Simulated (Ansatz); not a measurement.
`F/C=[CH]/[AlH2]` + `C[Si](O)(F)Cl` → `C[Si](F)(Cl)[O][AlH2]` + `C=CF`  (ligand exchange at the Al–C bond)

Calculated with Ansatz (gas phase, PBE0-D4/def2-TZVP geometries, no zero-point term in ΔE). CCSD(T)/CBS is the MP2 limit (def2-TZVPP, def2-QZVPP) plus CCSD(T) − MP2 in def2-TZVPP, frozen cores. DFT in def2-TZVPP. One conformer a species, not always the lowest.

`F/C=[CH]/[AlH2]`:

Cartesian coordinates in Å:
```
F -2.496 -0.642 0.213
C -1.292 -0.206 -0.173
C -0.203 -0.302 0.578
Al 1.456 0.377 -0.130
H -1.344 0.226 -1.170
H -0.329 -0.765 1.555
H 1.411 1.014 -1.583
H 2.797 0.297 0.709
```

`C[Si](O)(F)Cl`:

Cartesian coordinates in Å:
```
C -0.437 -0.317 1.153
Si -0.013 0.038 -0.595
O 1.143 1.177 -0.647
F -1.301 0.537 -1.384
Cl 0.611 -1.641 -1.590
H 0.434 -0.704 1.686
H -1.237 -1.057 1.210
H -0.771 0.597 1.650
H 1.572 1.369 -1.483
```

`C[Si](F)(Cl)[O][AlH2]`:

Cartesian coordinates in Å:
```
C -0.429 -0.902 -1.719
Si 0.383 -0.699 -0.082
F 0.108 -1.992 0.805
Cl 2.419 -0.583 -0.305
O -0.138 0.591 0.715
Al -0.164 1.790 1.914
H -1.510 -0.993 -1.592
H -0.228 -0.037 -2.354
H -0.060 -1.796 -2.225
H -1.264 2.908 1.753
H 0.885 1.712 3.088
```

`C=CF`:

```xyz
6

C     0.216    0.654    0.132
C    -0.218   -0.575   -0.050
F    -0.014   -1.244   -1.189
H     0.762    1.182   -0.639
H     0.023    1.148    1.074
H    -0.769   -1.165    0.673
```

Question: Is it downhill or uphill in electronic energy at CCSD(T)/CBS, and by how much? (Best estimate.)

Answer: The calculation gave: Downhill: ΔE = -34.0 kcal/mol.

Question: What do these levels give: r2SCAN-D4, PBE0-D4, ωB97M-V, CCSD(T)/def2-TZVPP, HF/def2-QZVPP, MP2/CBS(def2)? (Estimate.)

Answer: Computed: r2SCAN-D4 -32.6, PBE0-D4 -31.4, ωB97M-V -33.0, CCSD(T)/def2-TZVPP -33.9, HF/def2-QZVPP -37.6, MP2/CBS(def2) -33.8 kcal/mol.

Largest T1 diagnostic among the species: 0.012.

In def2-TZVPP, CCSD(T) changes the Hartree–Fock value by +3.2 kcal/mol (the triples alone add +0.8 kcal/mol) and MP2 by +3.4 kcal/mol. From PBE to PBE0 (25 % exact exchange), in def2-TZVPP and without D4, ΔE moves by −1.3 kcal/mol.
